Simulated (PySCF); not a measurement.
Cartesian coordinates in Å; atom numbers follow the order of the lines, from 1:
```xyz
16

C    -2.328    0.803    0.777
O    -2.010   -0.260   -0.071
C    -0.987   -1.082    0.413
C     0.349   -0.399    0.486
C     1.025    0.228   -0.532
C     2.249    0.814   -0.108
C     2.484    0.626    1.229
S     1.211   -0.250    1.973
H    -1.474    1.491    0.925
H    -2.659    0.448    1.773
H    -3.154    1.361    0.313
H    -0.929   -1.930   -0.287
H    -1.245   -1.496    1.409
H     0.641    0.269   -1.553
H     2.934    1.349   -0.767
H     3.342    0.953    1.815
```

Geometry: PBE0-D3(BJ)/def2-SVP; GIAO shifts from PySCF, gas phase, non-relativistic, averaged over equivalent atoms.

At B3LYP/pcSseg-1 (183 basis functions, 40 s wall time on 1 thread of an Arm Neoverse V1, shared host):
```
     atoms  δ (ppm)
        C4    151.9
        C6    133.6
        C5    132.5
        C7    132.1
        C3     69.9
        C1     56.9
        O2     46.2
        S8    250.2
       H14     7.23
       H15     7.10
       H16     6.89
   H12/H13     4.43
H9/H10/H11     3.03
```

References, each an isolated molecule treated in the same way: TMS for $^{13}$C (σref 179.24) and $^{1}$H (σref 31.38); $^{17}$O (σref 334.04) vs H2O; CS2 for $^{33}$S (σref 485.41).

Task: What do these become at PBE0/pcSseg-1?

Result: 
| atoms | δ at PBE0/pcSseg-1 | change |
| --- | --- | --- |
| C4 | 149.5 | -2.4 |
| C6 | 133.4 | -0.2 |
| C5 | 132.4 | -0.1 |
| C7 | 131.3 | -0.8 |
| C3 | 68.3 | -1.6 |
| C1 | 55.9 | -1.0 |
| O2 | 38.7 | -7.5 |
| S8 | 236.1 | -14.1 |
| H14 | 7.35 | +0.12 |
| H15 | 7.23 | +0.13 |
| H16 | 7.02 | +0.13 |
| H12/H13 | 4.42 | -0.01 |
| H9/H10/H11 | 2.99 | -0.04 |

Chemical shifts δ = σref − σ; $^{13}$C (σ = 184.41 ppm), $^{1}$H (σ = 31.27 ppm) vs TMS; $^{17}$O (σ = 334.56 ppm) against H2O; CS2 for $^{33}$S (σ = 495.66 ppm), all at this level.

The largest change is at S8 (aromatic ring sulfur). Cost: 183 basis functions, 66 s wall time on 1 thread of an Arm Neoverse V1, shared host. The order of the carbon signals is the same at both levels.

Experimental scales use liquid or dissolved standards, which lie at an offset from isolated H2O (liquid H2O: subtract about 36 ppm).
